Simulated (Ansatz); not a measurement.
Molecular dynamics of CH8AlFOSi

The input (input.yaml):

```yaml
crystal:
  periodic: [false, false, false]
  atoms:
    - { symbol: Al, position_ang: [-0.684286, 0.038094, -0.304693] }
    - { symbol: Si, position_ang: [1.074457, -0.132201, 1.619813] }
    - { symbol: C, position_ang: [0.077534, -0.271904, -2.067456] }
    - { symbol: O, position_ang: [-2.2465, -0.58559, 0.058096] }
    - { symbol: H, position_ang: [0.040285, 1.453547, 0.84692] }
    - { symbol: F, position_ang: [-0.631629, 1.944227, 0.175543] }
    - { symbol: H, position_ang: [2.358138, -0.591978, 0.97715] }
    - { symbol: H, position_ang: [1.461752, 0.98311, 2.57206] }
    - { symbol: H, position_ang: [0.545273, -1.241152, 2.495315] }
    - { symbol: H, position_ang: [0.359434, -1.340281, -2.177845] }
    - { symbol: H, position_ang: [-0.656381, -0.039743, -2.867391] }
    - { symbol: H, position_ang: [0.989501, 0.333454, -2.246917] }
    - { symbol: H, position_ang: [-2.687578, -0.549583, 0.919404] }
basis:
  gaussian: { orbitals: def2-SVP }
hamiltonian:
  xc: pbe
  dispersion: d4
md:
  timestep: 0.5
  n_steps: 200
  ensemble: nve
  temperature: 100.0
  initial_velocities: maxwell_boltzmann
  seed: 5794
```

Run as:

```bash
$ ansatz run input.yaml --threads 2 --pin off --max-ram 3072MiB --backend cpu --events-out ev --progress --plain --runs-dir out
```

It starts at the highest image of a converged band, a first-order saddle point between two minima.

Output, in part (one step line in 4, the closing report, with atoms numbered from 0):

```
md step     0: t =     0.00 fs  T =   100.0 K  F+E_penalty+E_count = -20384.22630266 eV  E_kin = 0.142186 eV  conserved = -20384.08411666 eV  (28 SCF iters)
md step     4: t =     2.00 fs  T =    85.3 K  F+E_penalty+E_count = -20384.20516591 eV  E_kin = 0.121297 eV  conserved = -20384.08386863 eV  (31 SCF iters)
md step     8: t =     4.00 fs  T =    72.5 K  F+E_penalty+E_count = -20384.18699140 eV  E_kin = 0.103150 eV  conserved = -20384.08384183 eV  (31 SCF iters)
md step    12: t =     6.00 fs  T =    67.9 K  F+E_penalty+E_count = -20384.18048912 eV  E_kin = 0.096488 eV  conserved = -20384.08400153 eV  (31 SCF iters)
md step    16: t =     8.00 fs  T =    52.7 K  F+E_penalty+E_count = -20384.15872518 eV  E_kin = 0.074887 eV  conserved = -20384.08383771 eV  (31 SCF iters)
md step    20: t =    10.00 fs  T =    44.8 K  F+E_penalty+E_count = -20384.14761380 eV  E_kin = 0.063722 eV  conserved = -20384.08389153 eV  (32 SCF iters)
md step    24: t =    12.00 fs  T =    41.4 K  F+E_penalty+E_count = -20384.14275928 eV  E_kin = 0.058896 eV  conserved = -20384.08386283 eV  (23 SCF iters)
md step    28: t =    14.00 fs  T =    45.0 K  F+E_penalty+E_count = -20384.14775273 eV  E_kin = 0.063924 eV  conserved = -20384.08382899 eV  (31 SCF iters)
md step    32: t =    16.00 fs  T =    57.5 K  F+E_penalty+E_count = -20384.16573358 eV  E_kin = 0.081721 eV  conserved = -20384.08401300 eV  (32 SCF iters)
md step    36: t =    18.00 fs  T =    55.4 K  F+E_penalty+E_count = -20384.16263266 eV  E_kin = 0.078722 eV  conserved = -20384.08391066 eV  (32 SCF iters)
md step    40: t =    20.00 fs  T =    53.0 K  F+E_penalty+E_count = -20384.15919939 eV  E_kin = 0.075394 eV  conserved = -20384.08380509 eV  (31 SCF iters)
md step    44: t =    22.00 fs  T =    61.5 K  F+E_penalty+E_count = -20384.17152918 eV  E_kin = 0.087480 eV  conserved = -20384.08404876 eV  (31 SCF iters)
md step    48: t =    24.00 fs  T =    52.8 K  F+E_penalty+E_count = -20384.15887500 eV  E_kin = 0.075018 eV  conserved = -20384.08385713 eV  (31 SCF iters)
md step    52: t =    26.00 fs  T =    46.3 K  F+E_penalty+E_count = -20384.14967747 eV  E_kin = 0.065794 eV  conserved = -20384.08388318 eV  (31 SCF iters)
md step    56: t =    28.00 fs  T =    42.4 K  F+E_penalty+E_count = -20384.14423103 eV  E_kin = 0.060320 eV  conserved = -20384.08391082 eV  (31 SCF iters)
md step    60: t =    30.00 fs  T =    39.1 K  F+E_penalty+E_count = -20384.13946492 eV  E_kin = 0.055662 eV  conserved = -20384.08380292 eV  (31 SCF iters)
md step    64: t =    32.00 fs  T =    47.4 K  F+E_penalty+E_count = -20384.15131532 eV  E_kin = 0.067362 eV  conserved = -20384.08395289 eV  (31 SCF iters)
md step    68: t =    34.00 fs  T =    49.0 K  F+E_penalty+E_count = -20384.15366819 eV  E_kin = 0.069727 eV  conserved = -20384.08394128 eV  (31 SCF iters)
md step    72: t =    36.00 fs  T =    44.3 K  F+E_penalty+E_count = -20384.14675868 eV  E_kin = 0.062920 eV  conserved = -20384.08383896 eV  (31 SCF iters)
md step    76: t =    38.00 fs  T =    46.9 K  F+E_penalty+E_count = -20384.15063164 eV  E_kin = 0.066698 eV  conserved = -20384.08393354 eV  (30 SCF iters)
md step    80: t =    40.00 fs  T =    45.4 K  F+E_penalty+E_count = -20384.14844276 eV  E_kin = 0.064503 eV  conserved = -20384.08393954 eV  (33 SCF iters)
md step    84: t =    42.00 fs  T =    38.9 K  F+E_penalty+E_count = -20384.13924652 eV  E_kin = 0.055364 eV  conserved = -20384.08388214 eV  (31 SCF iters)
md step    88: t =    44.00 fs  T =    33.4 K  F+E_penalty+E_count = -20384.13139548 eV  E_kin = 0.047455 eV  conserved = -20384.08394013 eV  (32 SCF iters)
md step    92: t =    46.00 fs  T =    25.9 K  F+E_penalty+E_count = -20384.12066659 eV  E_kin = 0.036889 eV  conserved = -20384.08377778 eV  (24 SCF iters)
md step    96: t =    48.00 fs  T =    34.4 K  F+E_penalty+E_count = -20384.13285629 eV  E_kin = 0.048928 eV  conserved = -20384.08392854 eV  (30 SCF iters)
md step   100: t =    50.00 fs  T =    41.0 K  F+E_penalty+E_count = -20384.14228833 eV  E_kin = 0.058330 eV  conserved = -20384.08395878 eV  (31 SCF iters)
md step   104: t =    52.00 fs  T =    41.7 K  F+E_penalty+E_count = -20384.14315176 eV  E_kin = 0.059332 eV  conserved = -20384.08382000 eV  (32 SCF iters)
md step   108: t =    54.00 fs  T =    53.7 K  F+E_penalty+E_count = -20384.16031116 eV  E_kin = 0.076373 eV  conserved = -20384.08393859 eV  (31 SCF iters)
md step   112: t =    56.00 fs  T =    61.9 K  F+E_penalty+E_count = -20384.17195030 eV  E_kin = 0.087952 eV  conserved = -20384.08399809 eV  (31 SCF iters)
md step   116: t =    58.00 fs  T =    56.1 K  F+E_penalty+E_count = -20384.16365938 eV  E_kin = 0.079780 eV  conserved = -20384.08387948 eV  (29 SCF iters)
md step   120: t =    60.00 fs  T =    50.6 K  F+E_penalty+E_count = -20384.15590909 eV  E_kin = 0.072001 eV  conserved = -20384.08390856 eV  (31 SCF iters)
md step   124: t =    62.00 fs  T =    45.7 K  F+E_penalty+E_count = -20384.14876668 eV  E_kin = 0.064920 eV  conserved = -20384.08384648 eV  (32 SCF iters)
md step   128: t =    64.00 fs  T =    47.8 K  F+E_penalty+E_count = -20384.15192326 eV  E_kin = 0.068006 eV  conserved = -20384.08391726 eV  (31 SCF iters)
md step   132: t =    66.00 fs  T =    48.8 K  F+E_penalty+E_count = -20384.15324342 eV  E_kin = 0.069325 eV  conserved = -20384.08391807 eV  (31 SCF iters)
md step   136: t =    68.00 fs  T =    49.6 K  F+E_penalty+E_count = -20384.15430495 eV  E_kin = 0.070500 eV  conserved = -20384.08380511 eV  (31 SCF iters)
md step   140: t =    70.00 fs  T =    64.1 K  F+E_penalty+E_count = -20384.17510114 eV  E_kin = 0.091181 eV  conserved = -20384.08391971 eV  (31 SCF iters)
md step   144: t =    72.00 fs  T =    77.6 K  F+E_penalty+E_count = -20384.19436480 eV  E_kin = 0.110407 eV  conserved = -20384.08395824 eV  (31 SCF iters)
md step   148: t =    74.00 fs  T =    83.0 K  F+E_penalty+E_count = -20384.20198954 eV  E_kin = 0.118076 eV  conserved = -20384.08391328 eV  (31 SCF iters)
md step   152: t =    76.00 fs  T =    86.8 K  F+E_penalty+E_count = -20384.20730562 eV  E_kin = 0.123428 eV  conserved = -20384.08387761 eV  (31 SCF iters)
md step   156: t =    78.00 fs  T =    93.8 K  F+E_penalty+E_count = -20384.21735339 eV  E_kin = 0.133402 eV  conserved = -20384.08395175 eV  (30 SCF iters)
md step   160: t =    80.00 fs  T =    94.8 K  F+E_penalty+E_count = -20384.21866672 eV  E_kin = 0.134737 eV  conserved = -20384.08392997 eV  (30 SCF iters)
md step   164: t =    82.00 fs  T =    95.7 K  F+E_penalty+E_count = -20384.21990682 eV  E_kin = 0.136063 eV  conserved = -20384.08384358 eV  (31 SCF iters)
md step   168: t =    84.00 fs  T =   105.9 K  F+E_penalty+E_count = -20384.23447628 eV  E_kin = 0.150523 eV  conserved = -20384.08395331 eV  (30 SCF iters)
md step   172: t =    86.00 fs  T =   114.0 K  F+E_penalty+E_count = -20384.24601711 eV  E_kin = 0.162129 eV  conserved = -20384.08388774 eV  (31 SCF iters)
md step   176: t =    88.00 fs  T =   127.8 K  F+E_penalty+E_count = -20384.26566627 eV  E_kin = 0.181761 eV  conserved = -20384.08390498 eV  (30 SCF iters)
md step   180: t =    90.00 fs  T =   142.8 K  F+E_penalty+E_count = -20384.28711912 eV  E_kin = 0.203097 eV  conserved = -20384.08402226 eV  (30 SCF iters)
md step   184: t =    92.00 fs  T =   148.9 K  F+E_penalty+E_count = -20384.29561381 eV  E_kin = 0.211738 eV  conserved = -20384.08387570 eV  (29 SCF iters)
md step   188: t =    94.00 fs  T =   157.0 K  F+E_penalty+E_count = -20384.30727277 eV  E_kin = 0.223221 eV  conserved = -20384.08405154 eV  (30 SCF iters)
md step   192: t =    96.00 fs  T =   151.1 K  F+E_penalty+E_count = -20384.29875186 eV  E_kin = 0.214845 eV  conserved = -20384.08390674 eV  (30 SCF iters)
md step   196: t =    98.00 fs  T =   146.0 K  F+E_penalty+E_count = -20384.29159142 eV  E_kin = 0.207631 eV  conserved = -20384.08396038 eV  (30 SCF iters)
md step   200: t =   100.00 fs  T =   137.5 K  F+E_penalty+E_count = -20384.27955318 eV  E_kin = 0.195577 eV  conserved = -20384.08397647 eV  (29 SCF iters)
Total energy: -20384.27959607 eV, -749.1084581945 hartree
Atom 0 at    -0.610276    -0.068675    -0.266408 Å, force    -0.575691    -0.228696    -0.002319 eV/Å
Atom 1 at     1.000626    -0.167273     1.589085 Å, force     0.414197    -0.161517     0.558431 eV/Å
Atom 2 at    -0.025349    -0.228759    -2.122881 Å, force     0.032265    -0.579522     0.326736 eV/Å
Atom 3 at    -2.241235    -0.590728     0.047972 Å, force     0.250460     0.196204    -0.142567 eV/Å
Atom 4 at    -0.040307     2.043095     1.010367 Å, force     0.310686    -0.190334     0.348351 eV/Å
Atom 5 at    -0.540316     2.060269     0.196366 Å, force    -0.325358    -0.103427    -0.417423 eV/Å
Atom 6 at     2.480148    -0.364133     1.305870 Å, force    -0.126840     0.154667    -0.133185 eV/Å
Atom 7 at     0.942586     1.265168     2.181041 Å, force     0.016948     0.084126    -0.076913 eV/Å
Atom 8 at     0.815123    -0.989359     2.860625 Å, force    -0.202492     0.080172    -0.243067 eV/Å
Atom 9 at     0.601689    -1.157139    -2.157393 Å, force    -0.132156     0.199338    -0.058375 eV/Å
Atom 10 at    -0.835519    -0.349024    -2.863718 Å, force    -0.163934     0.010759     0.013509 eV/Å
Atom 11 at     0.616761     0.592488    -2.441304 Å, force     0.405072     0.486736    -0.228018 eV/Å
Atom 12 at    -2.672711    -0.818287     0.883230 Å, force     0.096841     0.051495     0.054839 eV/Å
Dipole moment:     0.041363     0.223404     0.256156 e Å
```

All steps were run. The conserved energy stayed within 0.028 meV per atom of its start (net change 0.011 meV per atom), so the integration is sound. A run of 0.1 ps of so small a system gives no equilibrium averages. The orbitals stay closed-shell, which can raise the energy where a bond breaks towards radicals; this wasn't checked here.

Between its relaxed ends the band would form Si2–H5 and break Al1–Si2, H5–F6. These pairs go: Si2–H5 2.04 → 2.51 Å, Al1–Si2 2.61 → 2.46 Å, H5–F6 1.07 → 0.96 Å. In the last frame they stand as before the step (other bonds may differ from the relaxed reactants and products). It ends as one piece, CH8AlFOSi. Pairs count as bonded within 1.25 times the sum of covalent radii (0.12 Å more for H–H).

Last frame:

```xyz
13
Properties=species:S:1:pos:R:3
Al -0.610 -0.069 -0.266
Si 1.001 -0.167 1.589
C -0.025 -0.229 -2.123
O -2.241 -0.591 0.048
H -0.040 2.043 1.010
F -0.540 2.060 0.196
H 2.480 -0.364 1.306
H 0.943 1.265 2.181
H 0.815 -0.989 2.861
H 0.602 -1.157 -2.157
H -0.836 -0.349 -2.864
H 0.617 0.593 -2.441
H -2.673 -0.818 0.883
```

Time of the run: 15 min on 2 threads of Intel(R) Xeon(R) Processor @ 2.50GHz (Skylake/Cascade Lake) (shared host), peak memory 0.17 GiB.
